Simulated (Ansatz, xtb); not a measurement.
## Two isomers of ClFH5NSi2

Structure I is `F[Si@H](Cl)N[SiH3]`, a singlet and structure II is `F[SiH2]N[SiH2]Cl`, a singlet. Both are isolated molecules in the gas phase, relaxed with PBE0-D3(BJ)/def2-SVP; each stands in its lowest conformer found.

Task: Which of the two would you expect CCSD(T)/def2-SVP + ΔMP2/def2-TZVPP electronic energies to favour?

Result: Too close to call at this level: CCSD(T)/def2-SVP + ΔMP2/def2-TZVPP gives E(II) − E(I) = −0.29 kcal/mol.

Level by level:

```
                             level              geometry  E(II) − E(I) (kcal/mol)  departure from the last row (kcal/mol)  job, with rough time for the two
              PBE0-D3(BJ)/def2-SVP  PBE0-D3(BJ)/def2-SVP                     +0.26                                   +0.55             optimisation, 1.9 min
                       HF/def2-SVP  PBE0-D3(BJ)/def2-SVP                     −0.28                                   +0.01           part of the CCSD(T) run
                      MP2/def2-SVP  PBE0-D3(BJ)/def2-SVP                     +0.23                                   +0.52           part of the CCSD(T) run
                  CCSD(T)/def2-SVP  PBE0-D3(BJ)/def2-SVP                     +0.27                                   +0.56                      single point
CCSD(T)/def2-SVP + ΔMP2/def2-TZVPP  PBE0-D3(BJ)/def2-SVP                     −0.29                                                        single point, 32 s
```

As drawn, both hold the same kinds of bond in the same numbers.

The largest departure from CCSD(T)/def2-SVP + ΔMP2/def2-TZVPP is that of CCSD(T)/def2-SVP, 0.56 kcal/mol. Levels run at GFN2-xTB geometries aren't shown. The last row adds to CCSD(T) the change of the MP2 difference between the two basis sets, here −0.56 kcal/mol.

With harmonic frequencies from PBE0-D3(BJ)/def2-SVP (ideal gas, rigid rotor, one conformer each, 298.15 K, 1 atm): on the last row, ΔE + ΔZPE = +0.23 kcal/mol. A mode under 50 cm⁻¹ makes harmonic enthalpies and free energies unreliable, so none is given.

The correlated steps freeze 17 core orbitals. Codes used: Ansatz 0.2.0; the last row on 2 threads of Arm Neoverse V2 on a shared host.
